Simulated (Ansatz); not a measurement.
Ideal-gas functions of `[F][Ti]([F])([SeH])[SeH]` at 500 K and 1 bar, from an Ansatz frequency run at PBE0-D4/def2-TZVP.

Molar mass 245.8 g/mol, point group C2 (symmetry number 2), electronic degeneracy 1, moments of inertia 285.798, 704.46, 817.022 u Å². Harmonic wavenumbers (cm⁻¹, unscaled): 78, 116, 122, 145, 156, 166, 213, 307, 365, 451, 465, 747, 810, 2424, 2425.

Use S(trans) = R[1.5 ln M + 2.5 ln T − 1.1517]; rotational temperatures θ = 24.2544 K / I; S(rot) = R[ln(√π/σ · √(T³/θAθBθC)) + 1.5]; for each mode x = 1.438777 ν̃/T, S = R[x/(eˣ − 1) − ln(1 − e⁻ˣ)] and H = RT x/(eˣ − 1); 1 cm⁻¹ = 0.0119627 kJ/mol; R = 8.31446 J/(mol·K).

Problem. By hand: the entropy, in J/(mol·K).

Solution. Translation 188.3. Rotation: θ = 0.0849, 0.0344, 0.0297 K, giving 127.9. Vibration, mode by mode: 20.75, 17.48, 17.06, 15.64, 15.04, 14.54, 12.51, 9.61, 8.28, 6.71, 6.49, 3.39, 2.94, 0.06, 0.06, in all 150.6. Electronic 0.0. Sum 466.8 J/(mol·K).

Problem. By hand: H − E and G − E in kJ/mol, counted from the electronic energy.

Solution. Zero-point energy ½ × 8990 × 0.0119627 = 53.8; thermal vibration 34.8; translation, rotation and pV give 4 RT = 16.6. H − E = 105.2 kJ/mol, and G − E = 105.2 − 500 × 466.8/1000 = -128.2 kJ/mol.

Vibration gives 32 % of the entropy, 70.9 J/(mol·K) of it from the modes under 150 cm⁻¹: soft modes count most, and the harmonic formula is weakest for them. The sum counts one conformer and one mirror image; others add a mixing term.
